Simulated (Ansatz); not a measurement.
Born–Oppenheimer molecular dynamics of F$_{4}$H$_{3}$O$_{2}$Ta (10 atoms, charge 0, multiplicity 1). It starts at the highest image of a converged band, a first-order saddle point between two minima.

These are results of RKS B3LYP-D4/def2-SVP in Ansatz, not measurements.

- ensemble: NVE (velocity Verlet)
- time step: 0.5 fs
- steps asked: 200
- starting velocities drawn for: 100 K
- seed: 4246

First frame:

```xyz
10
Properties=species:S:1:pos:R:3
Ta -0.137 0.245 0.188
F 2.012 -0.335 0.258
O -0.339 -0.406 1.954
H -0.289 -0.918 2.764
F 0.339 0.903 -1.521
F -1.783 1.127 0.163
F -0.404 -1.458 -0.554
O 1.182 1.668 0.899
H 1.147 1.970 1.817
H 2.034 0.670 0.632
```

**Question.** How far do the bonds stretch over the last three quarters of this one trajectory? (Pairs bonded in most of those frames.)

**Answer.** 
```csv
bond,mean (Å),spread (Å),shortest,longest
Ta1–F2,2.409,0.063,2.29,2.48
Ta1–O3,1.897,0.003,1.89,1.91
Ta1–F5,1.891,0.023,1.86,1.93
Ta1–F6,1.868,0.001,1.87,1.87
Ta1–F7,1.891,0.011,1.87,1.91
Ta1–O8,1.979,0.028,1.95,2.05
F2–H10,0.962,0.021,0.94,1.01
O3–H4,0.960,0.009,0.95,0.97
O8–H9,0.967,0.001,0.96,0.97
```

Pairs bonded in part of these frames only: Ta1–H10 40 %.

Mean temperature of the second half: 54 K. The conserved energy stayed within 0.019 meV per atom of its start (net change 0.0061 meV per atom), so the integration is sound. A run of 0.1 ps of so small a system gives no equilibrium averages. The orbitals stay closed-shell, which can raise the energy where a bond breaks towards radicals; this wasn't checked here.

Time of the run: 7.7 min on 4 threads of Arm Neoverse V2, with other jobs on the host, peak memory 0.35 GiB.
